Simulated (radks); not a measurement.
The numbers below are computed, except where a source is named.
The nuclear charge of the platinum ion Pt+ is varied continuously with 77 electrons held in [Xe] 4f14 5d9. Level of theory: scalar-relativistic Kohn-Sham, PBE, spin-polarised, spherical densities, finite nucleus; open shells are filled with parallel spins first (spin-orbit coupling, left out, can overturn this in heavy ions); Fermi nuclear charge, rms radius 5.427 fm (a radial shooting solver on a logarithmic mesh with Libxc functionals). By the Hellmann-Feynman theorem dE/dZ = E(electron-nucleus)/Z, the electronic potential at the nucleus (averaged over a nucleus of fixed radius). The scalar-relativistic energy here is not variational (the density holds large components alone), so the two differ by a part that grows with Z.

| Z | E (hartree) | E(electron-nucleus)/Z (hartree) | HOMO | e(HOMO) (eV) | <r> HOMO (bohr) |
|---|---|---|---|---|---|
| 77.5 | -18115.2280 | -580.279 | 5d | -8.423 | 1.753 |
| 77.75 | -18261.9166 | -583.185 | 5d | -11.114 | 1.699 |
| 78 | -18409.3477 | -586.093 | 5d | -13.981 | 1.651 |
| 78.25 | -18557.5219 | -589.004 | 5d | -17.011 | 1.608 |
| 78.5 | -18706.4402 | -591.919 | 5d | -20.193 | 1.568 |
| 78.75 | -18856.1036 | -594.837 | 5d | -23.520 | 1.532 |
| 79 | -19006.5131 | -597.758 | 5d | -26.984 | 1.499 |

The central difference of E at Z = 78 is -591.211 hartree, to compare with the third column; the second derivative is -11.9 hartree.
